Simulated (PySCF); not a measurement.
**Sr2S2: fields on a plane**

Computed with PySCF, PBE0, basis Sr def2-TZVP with ECP28, S def2-TZVP (scalar-relativistic core potentials, no spin–orbit coupling, density fitting).

The singlet minimum has Sr–S 2.661 Å (×4); Sr–S–Sr 85.2° (×2), S–Sr–S 94.8° (×2).

The plane holds Sr1 at (0.00, 0.00), Sr2 at (3.60, 0.00), S3 at (1.80, 1.96), S4 at (1.80, -1.96) Å. Columns run from x = -1.95 to 5.85 Å, rows from y = 4.35 (top) to -4.05 Å, in steps of 0.3 Å. Other isomers or separated fragments may lie lower. Core electrons replaced by a potential are absent, the electrostatic potential uses the reduced nuclear charge, and values within about 0.7 Å of such atoms have no physical meaning.

Give the lowest empty orbital (Å^-3/2) at -1.46 eV (cut at ±0.3; overall sign arbitrary). Every second row and column.


```
 0.01  0.01  0.01  0.01  0.01  0.01  0.01  0.01  0.01  0.01  0.01  0.01  0.01  0.01
 0.02  0.02  0.02  0.02  0.02  0.02  0.02  0.02  0.02  0.02  0.02  0.02  0.02  0.02
 0.03  0.03  0.03  0.03  0.02  0.02  0.03  0.03  0.02  0.02  0.03  0.03  0.03  0.02
 0.04  0.04  0.04  0.03  0.02  0.02  0.03  0.02  0.02  0.03  0.04  0.04  0.04  0.04
 0.06  0.06  0.05  0.04  0.01 -0.03  0.10 -0.04 -0.01  0.03  0.05  0.06  0.06  0.05
 0.08  0.08  0.06  0.03  0.00 -0.06 -0.14 -0.10 -0.02  0.01  0.04  0.07  0.08  0.07
 0.09  0.08  0.00 -0.08 -0.02 -0.02 -0.05 -0.04 -0.01 -0.05 -0.06  0.05  0.09  0.09
 0.10  0.07 -0.12 -0.04  0.00  0.01 -0.01  0.00  0.02 -0.01 -0.20  0.00  0.10  0.09
 0.10  0.08 -0.06 -0.14 -0.02  0.00 -0.02 -0.01  0.00 -0.07 -0.16  0.02  0.10  0.09
 0.09  0.08  0.04 -0.01 -0.01 -0.04 -0.10 -0.08 -0.02 -0.01  0.01  0.07  0.09  0.08
 0.07  0.07  0.06  0.04  0.01 -0.06 -0.04 -0.09 -0.02  0.02  0.05  0.07  0.07  0.06
 0.05  0.05  0.05  0.04  0.02  0.00  0.00  0.00  0.01  0.03  0.04  0.05  0.05  0.05
 0.03  0.04  0.03  0.03  0.02  0.03  0.03  0.03  0.02  0.03  0.03  0.03  0.03  0.03
 0.02  0.02  0.02  0.02  0.02  0.02  0.02  0.02  0.02  0.02  0.02  0.02  0.02  0.02
 0.01  0.01  0.01  0.01  0.01  0.01  0.01  0.01  0.01  0.01  0.01  0.01  0.01  0.01
```

Give the electron density (e/Å³) (cut at 5 e/Å³). Every second row and column.


```
0.00 0.00 0.00 0.00 0.00 0.00 0.00 0.00 0.00 0.00 0.00 0.00 0.00 0.00
0.00 0.00 0.00 0.00 0.01 0.02 0.03 0.03 0.01 0.01 0.00 0.00 0.00 0.00
0.00 0.00 0.00 0.01 0.04 0.13 0.25 0.20 0.07 0.02 0.00 0.00 0.00 0.00
0.00 0.00 0.01 0.02 0.12 0.57 1.30 1.00 0.27 0.05 0.01 0.00 0.00 0.00
0.00 0.00 0.01 0.04 0.20 1.02 5.00 2.60 0.48 0.08 0.02 0.01 0.00 0.00
0.00 0.01 0.05 0.11 0.20 0.67 1.29 1.06 0.36 0.14 0.08 0.02 0.00 0.00
0.01 0.05 0.47 1.69 1.01 0.30 0.35 0.31 0.47 1.61 1.12 0.16 0.01 0.00
0.01 0.10 1.71 0.12 2.67 0.41 0.10 0.14 1.57 0.12 2.65 0.46 0.03 0.00
0.01 0.08 1.12 2.72 2.46 0.32 0.17 0.18 0.99 2.66 2.64 0.32 0.02 0.00
0.00 0.02 0.15 0.43 0.33 0.42 0.74 0.60 0.31 0.42 0.30 0.06 0.01 0.00
0.00 0.01 0.02 0.05 0.20 0.93 5.00 1.54 0.45 0.09 0.03 0.01 0.00 0.00
0.00 0.00 0.01 0.03 0.17 0.88 5.00 1.56 0.41 0.07 0.01 0.00 0.00 0.00
0.00 0.00 0.00 0.01 0.07 0.29 0.66 0.49 0.15 0.03 0.01 0.00 0.00 0.00
0.00 0.00 0.00 0.01 0.02 0.05 0.09 0.07 0.03 0.01 0.00 0.00 0.00 0.00
0.00 0.00 0.00 0.00 0.00 0.01 0.01 0.01 0.01 0.00 0.00 0.00 0.00 0.00
```
